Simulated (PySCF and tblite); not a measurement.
Results of a calculation; reference values are marked as such.
## C6H6ClF, numbered as in [CH:1]#[C:2][C@H:3]([Cl:4])/[CH:5]=[C:6](\[CH3:7])[F:8]: conformational analysis

Geometries GFN2-xTB; weights from PBE0-D3(BJ)/pcSseg-1 energies and GFN2-xTB thermal corrections, with symmetry numbers and mirror pairs. Conformers within 2.5 kcal/mol (GFN2-xTB free energy) were kept, 6 at most. GIAO shieldings: PBE0/pcSseg-1. Shifts are against TMS (¹H), TMS (¹³C), CFCl3 (¹⁹F) at the same level. Codes: tblite and PySCF.

Torsions listed: Cl4–C3–C5–C6.

| conformer | shape | symmetry | E(GFN2) kcal/mol | E(DFT) kcal/mol | G(298.15 K) kcal/mol | weight % | dipole D |
| --- | --- | --- | --- | --- | --- | --- | --- |
| 1 | 81° | C1 | 0.23 | 0.00 | 0.00 | 72.4 | 1.90 |
| 2 | -67° | C1 | 0.00 | 0.01 | 0.57 | 27.6 | 1.62 |

Weights (%) against temperature:

```
 T (K)     1     2  S(mix) cal/mol/K
   250  73.4  26.6              1.15
298.15  72.4  27.6              1.17
   350  71.6  28.4              1.19
```

Averaged shifts at 298.15 K. ¹H: 5.82 (H5, 1H), 5.08 (H3, 1H), 2.31 (H1, 1H), 2.24 (H7, 3H) ppm. ¹³C: 177.7 (C6), 114.9 (C5), 86.5 (C2), 84.7 (C1), 49.8 (C3), 17.9 (C7) ppm. ¹⁹F: -81.0 (F8) ppm.

Coordinates of conformer 1 (Å):

```xyz
14

C     3.335    0.435   -0.555
C     2.235    0.322   -0.096
C     0.922    0.135    0.468
Cl    1.090   -0.969    1.927
C    -0.022   -0.483   -0.505
C    -1.343   -0.420   -0.401
C    -2.180    0.233    0.641
F    -2.081   -1.019   -1.364
H     4.294    0.556   -0.962
H     0.544    1.076    0.875
H     0.417   -1.039   -1.320
H    -2.592    1.169    0.262
H    -1.603    0.427    1.538
H    -3.015   -0.422    0.886
```

Coordinates of conformer 2 (Å):

```xyz
14

C     2.331   -1.091   -0.210
C     1.692   -0.081   -0.134
C     0.933    1.141   -0.016
Cl    0.643    1.461    1.764
C    -0.369    1.107   -0.747
C    -1.303    0.178   -0.589
C    -1.326   -1.009    0.302
F    -2.431    0.294   -1.330
H     2.890   -1.975   -0.291
H     1.539    1.986   -0.354
H    -0.559    1.919   -1.433
H    -0.431   -1.054    0.911
H    -1.403   -1.915   -0.299
H    -2.206   -0.960    0.943
```

Unscaled ¹⁹F shifts at such levels can be off by tens of ppm; differences between conformers or isomers are more reliable. Shifts are unscaled: against experiment ¹³C can be off by 15 ppm or more and ¹H by 0.8 ppm.

Search and properties took 47 s on 1 thread of Intel Xeon Platinum 8488C (shared host) (rough), launched as `OMP_NUM_THREADS=1 python ens_run.py task.json out`.
